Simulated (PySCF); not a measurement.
hydrogen telluride (H₂Te), SMILES [TeH2].

Coordinates come from a PBE-D3(BJ)/def2-TZVPD optimisation. The def2 effective core potentials stand for the cores of Te; spin–orbit coupling is left out.

These are ωB97X/def2-TZVPD run with PySCF values and carry that method's errors.

Isolated molecule, no solvent.

Q: Estimate the frontier levels, gap, dipole moment and polarisability. (The exact figures need the calculation; the answer reports its results.)

A: 
```yaml
highest_occupied_level: -8.76 eV
lowest_empty_level: 1.12 eV
orbital_gap: 9.89 eV
dipole_moment: 0.12 D
quadrupole, principal values (traceless, Buckingham form, about the centre of nuclear charge): -4.66, 1.44, 3.22 D·Å
mean_static_polarisability: 44.4 bohr³ (6.58 Å³)
polarisability_principal_values: 43.7, 44.0, 45.5 bohr³
```
